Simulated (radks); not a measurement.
Pb XVI, configuration [Kr] 4d10 4f14 5s2 5p5.

Method: scalar-relativistic Kohn-Sham, PBE, spin-unpolarised, spherical densities, point nucleus; computed with a radial shooting solver on a logarithmic mesh with Libxc functionals.

Energy parts (eV):
total: -566251.08
kinetic: 640528.79
electron-nucleus: -1393570.90
Hartree: 196998.30
exchange-correlation: -10207.27

Orbitals (lengths in bohr, moments of r in powers of bohr; <r^-3> diverges for s and p1/2; r(max) is where P^2 peaks):
orbital  occ.  eigenvalue (eV)    r(max)  <1/r>  <r^-3>
1s          2        -88448.88  0.009837  101.5       -
2s          2        -16073.79   0.05713  23.82       -
2p          6        -13828.94   0.04761  20.91   29570
3s          2        -4088.342    0.1611  8.829       -
3p          6        -3444.717    0.1612  7.984    6868
3d         10        -2789.848    0.1313  7.493   834.1
4s          2        -1156.004    0.3618  3.808       -
4p          6        -944.5923    0.3818  3.425    1698
4d         10        -700.2287    0.3873  3.086   183.2
4f         14        -429.8976    0.3475  2.717   37.87
5s          2        -424.2126    0.7689  1.703       -
5p          5        -358.3579    0.8421  1.520   399.7

The highest occupied level is 5p at -358.36 eV. The density falls to 0.001 e/bohr^3 at r = 1.94 bohr. For comparison, the ionisation energy in NIST's Atomic Spectra Database is 374 eV (theoretical). In exact Kohn-Sham theory the highest level is minus the ionisation energy, but local and semilocal functionals leave it too shallow, through self-interaction and a potential that decays too fast; potentials with the right tail come closer.

Beside tabulated values, note that spin-unpolarised runs miss the spin-polarisation part of the exchange energy of open shells, and scalar-relativistic runs lack spin-orbit coupling.
